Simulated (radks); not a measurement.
Results of a calculation; reference values are marked as such.
Question: Radial electron density D(r) = 4 pi r^2 rho(r) of an atom or ion with 29 electrons. Code: a radial shooting solver on a logarithmic mesh with Libxc functionals. Model: scalar-relativistic Kohn-Sham, PBEsol, spin-polarised, spherical densities, point nucleus.

| r (bohr) | D(r) (e/bohr) | spin D(r) |
|---|---|---|
| 0.00186 | 4.562 | 0.0128 |
| 0.002097 | 5.569 | 0.0156 |
| 0.002365 | 6.779 | 0.0190 |
| 0.002688 | 8.329 | 0.0232 |
| 0.00303 | 10.06 | 0.0280 |
| 0.003417 | 12.10 | 0.0335 |
| 0.003883 | 14.66 | 0.0404 |
| 0.004378 | 17.44 | 0.0478 |
| 0.004976 | 20.85 | 0.0566 |
| 0.00561 | 24.47 | 0.0659 |
| 0.006326 | 28.48 | 0.0758 |
| 0.00719 | 33.16 | 0.0869 |
| 0.008106 | 37.84 | 0.0973 |
| 0.00914 | 42.69 | 0.107 |
| 0.01039 | 47.88 | 0.116 |
| 0.01171 | 52.53 | 0.122 |
| 0.01321 | 56.74 | 0.125 |
| 0.01501 | 60.44 | 0.123 |
| 0.01692 | 62.91 | 0.116 |
| 0.01908 | 64.21 | 0.102 |
| 0.02169 | 64.20 | 0.0815 |
| 0.02445 | 62.98 | 0.0577 |
| 0.02757 | 60.89 | 0.0326 |
| 0.03133 | 58.26 | 0.00965 |
| 0.03533 | 56.16 | -0.00187 |
| 0.03983 | 55.19 | 0.00302 |
| 0.04527 | 56.15 | 0.0324 |
| 0.05104 | 59.27 | 0.0846 |
| 0.05801 | 64.73 | 0.161 |
| 0.06541 | 70.96 | 0.240 |
| 0.07375 | 76.86 | 0.303 |
| 0.08382 | 80.97 | 0.328 |
| 0.0945 | 81.40 | 0.295 |
| 0.1066 | 78.02 | 0.206 |
| 0.1211 | 71.09 | 0.0828 |
| 0.1365 | 63.50 | -0.00420 |
| 0.154 | 57.37 | -0.00193 |
| 0.175 | 54.66 | 0.138 |
| 0.1973 | 56.21 | 0.371 |
| 0.2224 | 60.22 | 0.607 |
| 0.2528 | 63.96 | 0.721 |
| 0.285 | 63.83 | 0.610 |
| 0.3214 | 58.54 | 0.328 |
| 0.3653 | 47.82 | 0.0410 |
| 0.4118 | 35.41 | 0.0297 |
| 0.4643 | 23.60 | 0.401 |
| 0.5278 | 13.88 | 1.11 |
| 0.595 | 8.039 | 1.76 |
| 0.6763 | 4.550 | 2.08 |
| 0.7625 | 2.759 | 1.90 |
| 0.8597 | 1.638 | 1.39 |
| 0.9771 | 0.8348 | 0.784 |
| 1.102 | 0.3704 | 0.361 |
| 1.242 | 0.1316 | 0.130 |
| 1.412 | 0.03276 | 0.0327 |
| 1.592 | 0.006561 | 0.00655 |
| 1.795 | 0.0009458 | 0.000946 |

What is the nuclear charge?

Answer: Z = 50. The innermost maximum, from 1s, lies near gamma/Z bohr with gamma = sqrt(1 - (Z/c)^2) = 0.931, here 0.0186 bohr (found: 0.0203), and its height grows with Z. The density is that of the tin ion Sn21+ in [Ar] 3d10 4s1; the configuration itself is not fixed sharply by these data, and Z only to a few units. D(r) has 3 maxima, at r = 0.0203, 0.0901, 0.267 bohr, and minima at 0.0402, 0.176 bohr, inside which lie 2.00, 11.22 electrons.
